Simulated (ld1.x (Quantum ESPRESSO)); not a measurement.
The numbers below are computed, except where a source is named.
# Pseudopotentials across the periodic table

Generated with ld1.x 7.5 (TM, RRKJ, ultrasoft, PAW), atompaw 4.2 or ONCVPSP 4.0.1. The cutoff is in Ry: for ld1.x and atompaw files where the sum of valence levels is converged to 10 mRy in a Bessel basis, for ONCV files where the hardest occupied wave has 1 mHa per electron of residual kinetic energy. The error is the largest all-electron minus pseudo excitation energy over each file’s own four to seven test configurations (ionisations up to +4, promotions, holes and added fractions of an electron), all of which were solved. The labels leave out finer settings (local radius, basis sizes, second energies), which also bear on the numbers. Spin-polarised tests are not counted. The rows are a selection from randomly drawn settings: files with unsolved tests, undetermined cutoffs or missed reference levels are left out.

A true bound ghost makes a file unfit for plane-wave use even where its test errors are small: the radial tests pick states by their node count and pass the ghost by.

```csv
element,potential,cutoff (Ry),largest error (meV),bound ghosts
Be,"TM, revPBE, non-relativistic, rc 2.25/3.15/2.55 (spd), local smoothed, core correction no, reference 2s1.75 2p0.25",8,-63,none
S,"TM, PBE, scalar-relativistic, rc 0.95/1.60 (sp), local smoothed, core correction no, reference 3s2 3p4",90,+450,none
Co,"TM, PBE, scalar-relativistic, rc 2.35/3.05/1.20 (spd), local smoothed, core correction yes, reference 3d7 4s1 4p0",160,-247,none
Cu,"PAW, PBE, scalar-relativistic, rc 1.25/1.65/0.95 (spd), local smoothed, core correction yes, reference 3s2 3p6 3d10 4s0.5 4p0",160,-76,none
Bi,"PAW, BLYP, scalar-relativistic, rc 2.20/1.80/2.30 (spd), local smoothed, core correction yes, reference 5p6 5d10 6s2 6p1",35,+60,s
```

(1) Fill in the row for Cl: TM, LDA (PZ), non-relativistic, rc 1.25/1.00/1.15 (spd), local smoothed, core correction yes, reference 3s2 3p3.5.

(2) Fill in the row for Ar: TM, BP86, non-relativistic, rc 1.05/0.95/1.05 (spd), local smoothed, core correction yes, reference 3s2 3p4.

Answers

(1) cutoff 120 Ry, largest error +175 meV, bound ghosts: none.

(2) cutoff 120 Ry, largest error +106 meV, bound ghosts: none.
